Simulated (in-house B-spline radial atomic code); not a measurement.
How numerical settings move a run on Ru³⁺, [Kr] 4d5. Computed with an all-electron radial atomic-structure program (B-spline basis): non-relativistic BP86, spin-polarised, spherical fractional occupations, point nucleus.

Command:
```bash
python run_scf.py task.json out
```
Settings of the sound reference run:
```
Z                44
electrons        41
configuration    [Kr] 4d5
hamiltonian      nr
method           b88,p86
spin_polarised   True
knot_spacing     0.22
spline_order     8
gauss_points     12
box_radius       16.22
max_iterations   70
damping          0.5
damped_steps     3
diis_vectors     10
tolerance        1e-08
start            Thomas-Fermi
```

Cost of the run: 0.32 s on 1 thread of Arm Neoverse N1, on a shared host.

It converges in 10 iterations to -4442.169098 hartree, with 4d up at -39.3521 eV. The other runs change the listed settings, some to values that make no sense; their results aren't properties of the atom or ion. Radii are in bohr (the nuclear one in fm), a minus after a letter asks for a j subshell, and «unchanged» means within 1e-8 hartree. The run stops when the residual is below 10 × tolerance × max(1, Z/10), or a noise floor if that is larger, and the energy moves by less than 1e-8 × √|E| hartree; so very loose and very tight tolerances often act alike.

```tsv
changed settings	outcome
spline_order = 4	converged in 10 iterations, energy +2.16e-03 hartree from the reference, 4d up level -2.8e-04 eV
spline_order = 5	converged in 10 iterations, energy +6.99e-05 hartree from the reference, 4d up level -1.1e-05 eV
damping = 0.95	converged in 11 iterations, energy unchanged, 4d up level +1.0e-05 eV
box_radius = 0.65, max_iterations = 8, damping = 0.8, tolerance = 0.001	converged in 7 iterations, energy +6.97e+02 hartree from the reference, 4d up level +1.5e+03 eV (the program warns: 4d up has a positive eigenvalue: unbound, held by the box; 3s up has a positive eigenvalue: unbound, held by the box)
spline_order = 10	converged in 10 iterations, energy -7.92e-07 hartree from the reference, 4d up level -1.9e-06 eV
start = bare nucleus	converged in 11 iterations, energy unchanged, 4d up level +4.0e-06 eV
damping = 0.2	converged in 10 iterations, energy unchanged, 4d up level -7.3e-07 eV
electrons = 44, configuration = [Kr] 4d5 5s3, max_iterations = 50	stopped with error: shell 5s holds at most 1 electrons (per spin)
first_knot = 0.0227, max_iterations = 60, damping = 0.2, diis_vectors = 20, start = bare nucleus	converged in 11 iterations, energy -4.65e-06 hartree from the reference, 4d up level -6.0e-06 eV
spline_order = 4, box_radius = 8.11, max_iterations = 100, tolerance = 0.001	converged in 9 iterations, energy +2.16e-03 hartree from the reference, 4d up level -1.8e-04 eV
electrons = 42, configuration = [Kr] 4d5 3f1, max_iterations = 50	stopped with error: there is no 3f shell
spline_order = 6, max_iterations = 60, damped_steps = 0	converged in 8 iterations, energy +2.82e-06 hartree from the reference, 4d up level -2.6e-06 eV
```

Question: What happens with hamiltonian = dirac, method = hf, spin_polarised = False, nucleus = fermi, rms_radius = 4.4809, mass_number = 102, atomic_mass = 101.9043, speed_of_light = 22.00798?

Answer: Stopped with error: Z/c is past the critical charge.

Question: What happens with spline_order = 3?

Answer: Converged in 10 iterations, energy +1.25e-01 hartree from the reference, 4d up level -1.1e-02 eV.

Question: What happens with damping = 0?

Answer: Converged in 11 iterations, energy unchanged, 4d up level +5.1e-06 eV.

Question: What happens with knot_spacing = 0.15, gauss_points = 8, max_iterations = 50, damping = 0, tolerance = 1e-10?

Answer: Converged in 11 iterations, energy -3.73e-06 hartree from the reference, 4d up level -3.7e-06 eV.
